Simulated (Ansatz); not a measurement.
`OB(O)[O][GeH3]` + `OB(O)O` → `OB(O)OB(O)O` + `[OH][GeH3]`  (ligand exchange at a B–O bond)

Gas-phase electronic energies from Ansatz, PBE0-D4/def2-TZVP geometries. CCSD(T)/CBS adds triple-zeta CCSD(T) − MP2 to the extrapolated MP2 energy (def2 sets, frozen cores). This one scheme is used for every species. Functionals use def2-TZVPP. For Ge outer-core shells are correlated without core-valence functions, which leaves a few kJ/mol of doubt a bond. Scalar relativity is left out up to krypton. One conformer a species, not always the lowest.

`OB(O)[O][GeH3]`:

Z-matrix (Å, degrees):
```
Ge
O 1 1.793
H 1 1.534 2 108.9
H 1 1.534 2 108.9 3 122.1
H 1 1.533 2 103.8 3 -118.9
B 2 1.358 1 123.6 3 -61.0
O 6 1.370 2 121.1 1 -180.0
O 6 1.370 2 119.9 1 0.0
H 7 0.959 6 111.6 2 -0.0
H 8 0.959 6 112.5 2 -180.0
```

`OB(O)O`:

Z-matrix (Å, degrees):
```
B
O 1 1.366
O 1 1.366 2 120.0
O 1 1.366 2 120.0 3 180.0
H 2 0.960 1 112.2 3 -0.0
H 3 0.960 1 112.2 2 180.0
H 4 0.960 1 112.2 2 0.0
```

`OB(O)OB(O)O`:

Z-matrix (Å, degrees):
```
B
O 1 1.360
O 1 1.394 2 118.1
O 1 1.353 2 118.3 3 180.0
H 2 0.959 1 111.9 3 -0.0
B 3 1.364 1 128.3 2 180.0
H 4 0.964 1 111.9 2 -180.0
O 6 1.371 3 120.0 1 -0.0
O 6 1.362 3 121.1 1 180.0
H 8 0.960 6 112.9 3 180.0
H 9 0.960 6 112.4 3 0.0
```

`[OH][GeH3]`:

Z-matrix (Å, degrees):
```
Ge
O 1 1.783
H 1 1.531 2 104.3
H 1 1.541 2 109.9 3 119.6
H 1 1.541 2 109.9 3 -119.6
H 2 0.959 1 112.7 3 180.0
```

```
             level  ΔE (eV)
           ωB97X-V     0.21
               PBE     0.19
            r2SCAN     0.20
SCS-MP2/def2-TZVPP     0.24
```

Task: What does CCSD(T)/CBS give? (An estimate is asked.)

Result: Computed: +0.21 eV. The listed levels differ from it by 0.00, -0.02, -0.01, 0.03 eV.

Largest T1 diagnostic among the species: 0.012.
